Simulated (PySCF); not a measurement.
ZnH at PBE

Level: PBE. PySCF, no relativity, basis sets Zn pcseg-1, H pcseg-1.

```
state                                           : ²Σ⁺ (doublet), unpaired electrons σ ↑
bond length                                     : 1.648 Å
harmonic wavenumber                             : 1446 cm⁻¹
force constant                                  : 1.22 mdyn/Å
rotational constant Be                          : 6.258 cm⁻¹
anharmonicity ωexe                              : 49.1 cm⁻¹
vibration–rotation constant αe                  : 0.278 cm⁻¹
well depth De to Zn + H                         : 20.5 kcal/mol
dissociation energy D0                          : 18.5 kcal/mol
bond order (Mayer)                              : 0.71
dipole moment (positive dipole means Zn(−)H(+)) : -1.01 D
```

The state is the lowest determinant that a PBE0 search found; another state may lie lower at other levels.
